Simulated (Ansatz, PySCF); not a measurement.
Caution: the highest occupied level lies above zero, so the state may not be bound. Caution: the restricted solution is unstable towards spin-unrestricted or complex orbitals, so a lower solution exists and this singlet may not be the ground state. This singlet lies 0.08 eV below the relaxed triplet at the level frozen-core CCSD(T)/aug-cc-pVTZ // B3LYP-D3(BJ)/def2-TZVPD (Ansatz, an electronic-structure program); other levels give the other order.

B3LYP has the VWN-RPA correlation part, as in Gaussian. 

Cartesian coordinates (Å):
SMILES: [AlH2][B-]Cl
```xyz
5

Al    -0.7837     0.0262    -0.2423
B      1.1429    -0.0405     0.2850
Cl     2.8879    -0.1275     0.0105
H     -1.6837    -1.2903     0.0214
H     -1.5634     1.4321    -0.0746
```
Charge -1, spin multiplicity 1.

Question: Estimate the total energy and HOMO that B3LYP-D3(BJ)/def2-TZVPD (PySCF) returns for this input.

Answer: 
```json
{
 "total_energy": "-728.7394 Ha",
 "HOMO": "0.62 eV"
}
```
